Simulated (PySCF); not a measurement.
# Spinor energies of Si²⁺ (silicon, charge +2)

Start: [Ne] 3s2. Calculated with PySCF 2.14 in an even-tempered Gaussian basis (21 s from 0.054 bohr⁻², ratio 2.4; 14 p from 0.071 bohr⁻², ratio 2.4; 6 d from 0.47 bohr⁻², ratio 2.6; 5 f from 0.71 bohr⁻², ratio 2.6): generalised Hartree-Fock with the X2C-1e Hamiltonian and a Gaussian nucleus; one run each with spin-orbit coupling (SO) switched off, then screened by Boettger's factors.

```json
{"spinor shell": "1s1/2", "electrons": "2", "ε, spin-free (eV)": "-1899.0", "ε, screened SO (eV)": "-1899.0", "weight of nominal j (screened SO)": "1.000", "rms radius, screened SO (bohr)": "0.129"}
{"spinor shell": "2s1/2", "electrons": "2", "ε, spin-free (eV)": "-189.73", "ε, screened SO (eV)": "-189.73", "weight of nominal j (screened SO)": "1.000", "rms radius, screened SO (bohr)": "0.611"}
{"spinor shell": "2p1/2", "electrons": "2", "ε, spin-free (eV)": "-137.12", "ε, screened SO (eV)": "-137.58", "weight of nominal j (screened SO)": "1.000", "rms radius, screened SO (bohr)": "0.597"}
{"spinor shell": "2p3/2", "electrons": "4", "ε, spin-free (eV)": "-137.12", "ε, screened SO (eV)": "-136.88", "weight of nominal j (screened SO)": "1.000", "rms radius, screened SO (bohr)": "0.599"}
{"spinor shell": "3s1/2", "electrons": "2", "ε, spin-free (eV)": "-32.228", "ε, screened SO (eV)": "-32.228", "weight of nominal j (screened SO)": "1.000", "rms radius, screened SO (bohr)": "2.12"}
```

```
   quantity   spin-free  screened SO
E (hartree)  -288.60084   -288.60112
        M_J           0            0
       ⟨J²⟩       0.000        0.000
       ⟨L²⟩       0.000        0.000
       ⟨S²⟩       0.000        0.000
```

Without spin-orbit coupling the j labels of p, d and f shells carry no meaning; the spin-free column gives the mean over the occupied spinors of each nl shell.
